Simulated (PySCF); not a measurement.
## A small calculation by hand: oscillator strength and radiative lifetime

Si(F)(OH)2(OEt) (C₂H₇FO₃Si), SMILES CCO[Si](O)(O)F.

Geometry: B3LYP-D3(BJ)/def2-SVP. One conformer was computed; it need not be the lowest.

TDA-LC-ωPBE/def2-SVPD (PySCF) puts the first singlet state with f over 0.02 at 9.08 eV (vertical), with the transition dipole (-0.005, 0.394, -0.105) in atomic units.

Find the oscillator strength, the wavelength and the radiative lifetime that this transition would have in vacuum if emission retraced absorption.


|μ|² = 0.1663 au, so |μ| = 1.04 D. ΔE = 9.08/27.211 = 0.3337 hartree. f = (2/3) ΔE |μ|² = 0.037 (the program prints 0.037).
λ = 1239.84/9.08 = 137 nm; ν = 73235 cm⁻¹.
Einstein's coefficient A = 0.6670 ν² f s⁻¹ (ν in cm⁻¹) = 1.3e8 s⁻¹, so τ = 1/A = 7.6 ns. This state is S3; the lower singlets have f = 0.005, 0.011. The figure is the radiative limit of this one transition; relaxation, internal conversion, crossing to triplets and a medium change what is measured.
